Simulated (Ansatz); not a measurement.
# A barrier at the coupled-cluster level

Start structure (GeH₆O₂, singlet), relaxed at PBE0-D4/def2-TZVP:

Ge1  (0.047, 0.664, 1.481)
H2  (1.141, -0.385, 1.720)
H3  (-0.133, 1.483, 2.772)
H4  (-1.279, -0.021, 1.138)
H5  (0.466, 1.612, 0.352)
H6  (1.160, -0.938, -1.766)
O7  (0.343, -1.065, -1.268)
O8  (-0.580, -0.323, -2.061)
H9  (-1.166, -1.027, -2.367)
(Å)

The step: H₂O₂ ([OH][OH]) + GeH₄ → GeH₄O₂ ([OH][O][GeH3]) + H₂; bonds formed: Ge1–O7, H2–H6; bonds broken: Ge1–H2, H6–O7. Program: Ansatz 0.2.0. Basis: def2-TZVPP and def2-QZVPP. Cores are frozen in the correlated methods. Filled d shells of the heavier atoms are correlated. The def2 sets are not built for correlating such inner shells, so the correlated values are less sure here. Extrapolation: Hartree–Fock as exp(−7.88 √X), correlation as X^−2.97. Energies below are by CCSD(T) at an estimated basis limit (MP2 extrapolated from triple and quadruple zeta, plus CCSD(T) − MP2 in triple zeta).

(1) What are the electronic barrier and the energy of the step, from the start structure to the end structure? (An estimate is asked for; the value comes from the calculation.)

The T1 diagnostic stays at or below 0.016.

Answers

(1) By the calculation: Barrier 48.81 kcal/mol; step energy 0.67 kcal/mol (uphill); reverse barrier, their difference, 48.15 kcal/mol. Barrier and step energy count from the start structure, the reverse barrier from the end structure.

The saddle point: One imaginary mode of 1235i cm⁻¹.
```tsv
pair	start (Å)	saddle (Å)	end (Å)
Ge1–O7	3.26	2.04	1.81
H2–H6	3.53	1.06	0.75
Ge1–H2	1.53	1.89	4.02
H6–O7	0.97	1.15	2.61
```

Zero-point energy (harmonic, PBE0-D4): ZPE is 36.26 kcal/mol at the start and 33.49 kcal/mol at the saddle, so the barrier goes from 48.81 to 46.05 kcal/mol.

Labels in which every atom is bracketed show which atoms are joined, not bond orders.

For scale, one of the runs: CCSD(T)/def2-TZVPP, 194 basis functions, launched by `ansatz run in.yaml --threads 4 --pin off --events-out ev --progress --plain --max-ram 9574MiB`. Time: 61 s of wall clock on 4 CPU threads of an Arm Neoverse V1; the host was shared. Peak host memory: 2.3 GiB.
